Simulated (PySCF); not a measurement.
**Orbital picture of PmO**

HSE06 at R = 1.787 Å; PySCF, spin-free X2C with a Gaussian nucleus, basis sets Pm x2c-TZVPall, O x2c-TZVPall. State: sextet, about 4.3 electrons in the 4f shell (Mulliken), real f orbitals that mix terms. Only the outer orbitals are listed, counted within each symmetry.

```csv
spin,orbital,occ.,ε (eV),on Pm (%),main shells (%)
α,7π,1,-9.27,84,"83 Pm f, 16 O p"
α,14σ,1,-8.83,86,"83 Pm f, 13 O p"
α,1φ,1,-8.76,90,"89 Pm f, 10 O p"
α,3δ,1,-8.24,100,100 Pm f
α,7π,1,-7.98,25,"75 O p, 17 Pm d"
α,8π,1,-7.25,48,"52 O p, 27 Pm f, 19 Pm d"
α,15σ,1,-7.14,49,"49 O p, 25 Pm f, 19 Pm d"
α,16σ,1,-3.76,99,"84 Pm s, 10 Pm p"
α,17σ,0,-2.37,98,"82 Pm f, 15 Pm d"
α,1φ,0,-2.25,100,94 Pm f
α,8π,0,-2.05,100,"90 Pm f, 10 Pm d"
β,7π,1,-8.06,19,"81 O p, 13 Pm d"
β,7π,1,-8.02,19,"81 O p, 13 Pm d"
β,14σ,1,-7.40,31,"67 O p, 18 Pm d"
β,15σ,0,-2.22,100,90 Pm s
β,3δ,0,-0.76,100,98 Pm d
β,3δ,0,-0.71,100,100 Pm d
```

Question: Which are the highest filled and the lowest empty level, where do they sit, and how wide is the gap?

Answer: Highest filled α 16σ at -3.76 eV (in %: 84 Pm s, 10 Pm p); lowest empty α 17σ at -2.37 eV (in %: 82 Pm f, 15 Pm d); the gap at HSE06 is 1.39 eV.

```
bond order (Mayer)                              : 2.18
⟨S²⟩                                            : 8.775
charge on Pm (Mulliken, basis-dependent)        : 0.54
charge on Pm (Löwdin, basis-dependent)          : 0.32
dipole moment (positive dipole means Pm(−)O(+)) : -3.40 D
```

Spin–orbit coupling is left out. With d or f electrons several states lie close, and the lowest PBE0 determinant need not be the measured ground state.
